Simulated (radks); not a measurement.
Q: These are the eigenvalues of the occupied orbitals of an atom or ion with whole-number occupations (eV). Calculated with a radial shooting solver on a logarithmic mesh with Libxc functionals: Dirac Kohn-Sham, LDA (Slater exchange, Perdew-Zunger correlation), spin-unpolarised, spherical densities, finite nucleus; Fermi nuclear charge, rms radius of each element as measured or else 0.836 A^(1/3) + 0.57 fm.

orbital  eigenvalue
1s1/2     -297.0129

Which element is it, and in what charge state? The configuration may be excited. Open shells, if any, are shared by 2j + 1.

A: Z = 5, boron, charge +4: B4+ in 1s1. The 1s level, -10.915 hartree, gives Z - s = 4.7 by -(Z - s)^2/2, which with screening and relativity narrows Z to a few neighbours, and the depths must fix Z and the occupations together.
